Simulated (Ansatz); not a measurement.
Reaction (formal exchange of groups at the Se–B bond): `CB(F)[SeH]` + CH₃OH → `OC[SeH]` + `CBF`

Isolated molecules relaxed with PBE0-D4/def2-TZVP in Ansatz; ΔE leaves out vibrations. CCSD(T)/CBS adds triple-zeta CCSD(T) − MP2 to the extrapolated MP2 energy (def2 sets, frozen cores). This one scheme is used for every species. For Se outer-core shells are correlated without core-valence functions, which leaves a few kJ/mol of doubt a bond. Scalar relativity is left out up to krypton. One conformer a species, not always the lowest.

```tsv
species	CCSD(T)/CBS(def2) energy (Eh)
`CB(F)[SeH]`	-2565.84504
CH₃OH	-115.61712
`OC[SeH]`	-2516.31855
`CBF`	-165.10297
```

(1) Work out ΔE.

(2) What do rigid-rotor, harmonic-oscillator terms from PBE0-D4/def2-TZVP frequencies (298.15 K, 1 bar) make of the CCSD(T)/CBS value? (Estimate.)

Largest T1 diagnostic among the species: 0.012.

## Answers

(1) ΔE = (-2516.31855) + (-165.10297) − (-2565.84504) − (-115.61712) = 0.04064 Eh = +106.7 kJ/mol.

(2) The calculation gave: ΔZPE = -5.1 kJ/mol, ΔH = +101.3 kJ/mol, ΔS = 5 J/(mol·K), ΔG = +99.7 kJ/mol.

From BLYP to BHLYP (50 % exact exchange), in def2-TZVPP and without D4, ΔE moves by +7.7 kJ/mol. Leaving LDA and LC-ωPBE aside and taking each functional with its dispersion term where it has one, the values, not all of them listed here, spread over 12.3 kJ/mol, from BLYP-D4 to B97M-V. At CCSD(T), def2-SVP lies +6.3 kJ/mol from the extrapolated value and def2-TZVPP −0.9 kJ/mol.
